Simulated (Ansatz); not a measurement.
Basis-set extrapolation for C4H4F6O, SMILES `FCC(F)(F)COC(F)(F)F` (PBE0-D4/def2-TZVP geometry, frozen core, Ansatz). Multiplicity 1, RHF reference.

```json
{"": "HF", "def2-TZVPP": "-825.672632", "def2-QZVPP": "-825.708048"}
{"": "MP2 correlation", "def2-TZVPP": "-2.360045", "def2-QZVPP": "-2.567183"}
{"": "CCSD(T) correlation", "def2-TZVPP": "-2.465912", "def2-QZVPP": "not run"}
```

Energies in hartree. Use E(X) = E(∞) + A·exp(−7.88·√X) for Hartree–Fock and E(X) = E(∞) + B·X^(−2.97) for correlation, with X = 3 and 4, and add CCSD(T) minus MP2 of the smaller set to the MP2 limit.

Q: What is the CCSD(T) energy at the basis-set limit?

A: HF limit: -825.708048 + (-0.035416) × 0.13774 = -825.71293. MP2 limit: -2.567183 + (-0.207138) × 0.74074 = -2.72062. Higher-order term: -2.465912 − (-2.360045) = -0.10587. Total: -828.53942 hartree, 10.91 eV below CCSD(T)/def2-TZVPP.
